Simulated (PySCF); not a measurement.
**Manganese: a sound run and one with changed settings**

Sound run: Mn⁺ [Ar] 3d5 4s1, Mn²⁺ [Ar] 3d5. All numbers are calculated (PySCF 2.14, the non-relativistic Hamiltonian (point nucleus), in cc-pVTZ (7s6p4d2f1g, 68 functions)). The sound run starts from symmetry-adapted Hartree-Fock orbitals and uses a fine grid where one is needed.

A second run was set up differently.

```json
{"species": "Mn⁺", "method": "UHF", "sound run (hartree)": "-1149.64916", "changed run (hartree)": "-1149.64916", "converged": "yes"}
{"species": "Mn⁺", "method": "M06-2X", "sound run (hartree)": "-1150.68522", "changed run (hartree)": "-1150.49425", "converged": "yes"}
{"species": "Mn⁺", "method": "B3LYP", "sound run (hartree)": "-1150.75504", "changed run (hartree)": "-1150.87065", "converged": "yes"}
{"species": "Mn²⁺", "method": "UHF", "sound run (hartree)": "-1149.10923", "changed run (hartree)": "-1149.10923", "converged": "yes"}
{"species": "Mn²⁺", "method": "M06-2X", "sound run (hartree)": "-1150.12194", "changed run (hartree)": "-1149.93813", "converged": "yes"}
{"species": "Mn²⁺", "method": "B3LYP", "sound run (hartree)": "-1150.16965", "changed run (hartree)": "-1150.26819", "converged": "yes"}
```

Ionisation energy of Mn⁺:

```tsv
method	sound run (eV)	changed run (eV)
UHF	14.692	14.692
M06-2X	15.328	15.133
B3LYP	15.929	16.394
```

(1) What was changed?
A. level shift left on
B. a valence shell is frozen
C. minimal basis
D. radial grid too coarse

Results:

(1) D. It used radial step 0.8 in ln r (0.13 in the sound run). A coarse radial grid mis-integrates the density and the exchange-correlation energy, with errors of either sign; Hartree-Fock needs no grid.
